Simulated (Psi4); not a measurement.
H$_{3}$F$_{2}$NOSi (SMILES N[Si](O)(F)F), singlet, geometry from GFN2-xTB, atoms displaced at random by about 0.08 Å a coordinate; B3LYP/STO-3G, gradient run with Psi4.

Here is a job for Psi4.
```
memory 2 GB

molecule mol {
0 1
N     1.729799   -0.164706    0.040988
Si   -0.024338   -0.063212    0.179522
O    -0.471722    1.541102    0.125232
F    -0.624709   -0.808148    1.327365
F    -0.538015   -0.798965   -1.385388
H     2.167985    0.033031   -0.699774
H     2.423792   -0.081666    0.902284
H    -1.474215    1.764721    0.016000
symmetry c1
no_reorient
no_com
}

set {
  basis sto-3g
  reference rks
}

gradient('b3lyp')
print_variables()
```

It wrote (shortened):

```
gradient() will perform analytic gradient computation.

   => Loading Basis Set <=

    Name: STO-3G
    Role: ORBITAL
    Keyword: BASIS

         ---------------------------------------------------------
                                   SCF
               by Justin Turney, Rob Parrish, Andy Simmonett
                          and Daniel G. A. Smith
                              RKS Reference
         ---------------------------------------------------------

  ==> Geometry <==

    Molecular point group: c1
    Full point group: C1

    Geometry (in Angstrom), charge = 0, multiplicity = 1:

       Center              X                  Y                   Z               Mass
    ------------   -----------------  -----------------  -----------------  -----------------
         N            1.729799000000    -0.164706000000     0.040988000000    14.003074004430
         SI          -0.024338000000    -0.063212000000     0.179522000000    27.976926534650
         O           -0.471722000000     1.541102000000     0.125232000000    15.994914619570
         F           -0.624709000000    -0.808148000000     1.327365000000    18.998403162730
         F           -0.538015000000    -0.798965000000    -1.385388000000    18.998403162730
         H            2.167985000000     0.033031000000    -0.699774000000     1.007825032230
         H            2.423792000000    -0.081666000000     0.902284000000     1.007825032230
         H           -1.474215000000     1.764721000000     0.016000000000     1.007825032230

  Running in c1 symmetry.

  Rotational constants: A =      0.12435  B =      0.12125  C =      0.11622 [cm^-1]
  Rotational constants: A =   3727.79135  B =   3635.04714  C =   3484.12654 [MHz]
  Nuclear repulsion =  259.134557054389347

  Charge       = 0
  Multiplicity = 1
  Electrons    = 50
  Nalpha       = 25
  Nbeta        = 25

  ==> Algorithm <==

  SCF Algorithm Type is DF.
  DIIS enabled.
  MOM disabled.
  Fractional occupation disabled.
  Guess Type is SAD.
  Energy threshold   = 1.00e-08
  Density threshold  = 1.00e-08
  Integral threshold = 1.00e-12

  ==> Primary Basis <==

  Basis Set: STO-3G
    Blend: STO-3G
    Number of shells: 20
    Number of basis functions: 32
    Number of Cartesian functions: 32
    Spherical Harmonics?: true
    Max angular momentum: 1

  ==> DFT Potential <==

   => LibXC <=

    Version 7.1.2
    S. Lehtola, C. Steigemann, M. J. T. Oliveira, and M. A. L. Marques,  SoftwareX 7, 1–5 (2018) (10.1016/j.softx.2017.11.002)

   => Composite Functional: B3LYP <=

    B3LYP Hyb-GGA Exchange-Correlation Functional

    P. J. Stephens, F. J. Devlin, C. F. Chabalowski, and M. J. Frisch,  J. Phys. Chem. 98, 11623 (1994) (10.1021/j100096a001)

    Deriv               =              1
    GGA                 =           TRUE
    Meta                =          FALSE

    Exchange Hybrid     =           TRUE
    MP2 Hybrid          =          FALSE

   => Exchange Functionals <=

    0.0800   Slater exchange
    0.7200         Becke 88

   => Exact (HF) Exchange <=

    0.2000               HF

   => Correlation Functionals <=

    0.1900   Vosko, Wilk & Nusair (VWN5_RPA)
    0.8100   Lee, Yang & Parr

   => LibXC Density Thresholds  <==

    XC_HYB_GGA_XC_B3LYP:  1.00E-15

   => Molecular Quadrature <=

    Radial Scheme          =       TREUTLER
    Pruning Scheme         =           NONE
    Nuclear Scheme         =       TREUTLER

    Blocking Scheme        =         OCTREE
    BS radius alpha        =              1
    Pruning alpha          =              1
    Radial Points          =             75
    Spherical Points       =            302
    Total Points           =         170911
    Total Blocks           =           1333
    Max Points             =            256
    Max Functions          =             29
    Weights Tolerance      =       1.00E-15

   => Loading Basis Set <=

    Name: (STO-3G AUX)
    Role: JKFIT
    Keyword: DF_BASIS_SCF

  ==> Integral Setup <==

[...]
  @DF-RKS Final Energy:  -612.89011230450092
    Total Energy =                       -612.8901123045009172
[...]
         SI          -0.024338000000    -0.063212000000     0.179522000000    27.976926534650
         O           -0.471722000000     1.541102000000     0.125232000000    15.994914619570
         F           -0.624709000000    -0.808148000000     1.327365000000    18.998403162730
         F           -0.538015000000    -0.798965000000    -1.385388000000    18.998403162730
         H            2.167985000000     0.033031000000    -0.699774000000     1.007825032230
         H            2.423792000000    -0.081666000000     0.902284000000     1.007825032230
         H           -1.474215000000     1.764721000000     0.016000000000     1.007825032230

  Nuclear repulsion =  259.134557054389347

  ==> Basis Set <==

  Basis Set: STO-3G
    Blend: STO-3G
    Number of shells: 20
    Number of basis functions: 32
    Number of Cartesian functions: 32
    Spherical Harmonics?: true
    Max angular momentum: 1

  ==> DFJKGrad: Density-Fitted SCF Gradients <==

    Gradient:                    1
    J tasked:                  Yes
    K tasked:                  Yes
    wK tasked:                  No
    Integrals threads:           1
    Schwarz Cutoff:          1E-12
    Fitting Condition:       1E-10

   => Auxiliary Basis Set <=

  Basis Set: (STO-3G AUX)
    Blend: DEF2-UNIVERSAL-JKFIT
    Number of shells: 156
    Number of basis functions: 490
    Number of Cartesian functions: 587
    Spherical Harmonics?: true
    Max angular momentum: 4

  ==> DFT Potential <==

   => LibXC <=

    Version 7.1.2
    S. Lehtola, C. Steigemann, M. J. T. Oliveira, and M. A. L. Marques,  SoftwareX 7, 1–5 (2018) (10.1016/j.softx.2017.11.002)

   => Composite Functional: B3LYP <=

    B3LYP Hyb-GGA Exchange-Correlation Functional

    P. J. Stephens, F. J. Devlin, C. F. Chabalowski, and M. J. Frisch,  J. Phys. Chem. 98, 11623 (1994) (10.1021/j100096a001)

    Deriv               =              1
    GGA                 =           TRUE
    Meta                =          FALSE

    Exchange Hybrid     =           TRUE
    MP2 Hybrid          =          FALSE

   => Exchange Functionals <=

    0.0800   Slater exchange
    0.7200         Becke 88

   => Exact (HF) Exchange <=

    0.2000               HF

   => Correlation Functionals <=

    0.1900   Vosko, Wilk & Nusair (VWN5_RPA)
    0.8100   Lee, Yang & Parr

   => LibXC Density Thresholds  <==

    XC_HYB_GGA_XC_B3LYP:  1.00E-15

   => Molecular Quadrature <=

    Radial Scheme          =       TREUTLER
    Pruning Scheme         =           NONE
    Nuclear Scheme         =       TREUTLER

    Blocking Scheme        =         OCTREE
    BS radius alpha        =              1
    Pruning alpha          =              1
    Radial Points          =             75
    Spherical Points       =            302
    Total Points           =         170911
    Total Blocks           =           1333
    Max Points             =            256
    Max Functions          =             29
    Weights Tolerance      =       1.00E-15

  -Total Gradient:
     Atom            X                  Y                   Z
    ------   -----------------  -----------------  -----------------
       1        0.098211687332     0.047016220667    -0.257209182699
       2       -0.051786926426    -0.024928184748     0.185366319121
       3        0.006476547977    -0.026640326115    -0.003761343898
       4        0.045377268772     0.062264886947    -0.097454339028
       5       -0.016564593481    -0.028847016927    -0.068804196215
       6       -0.109122054134    -0.052288236603     0.199533502080
       7        0.042580929983     0.004195378889     0.044208275735
       8       -0.015196290687     0.018893099309    -0.002251434192

  Variable Map:
  ----------------------------------------------------------------------------
[...]
  Array Variable Map:
  ----------------------------------------------------------------------------
[...]
[...]
```
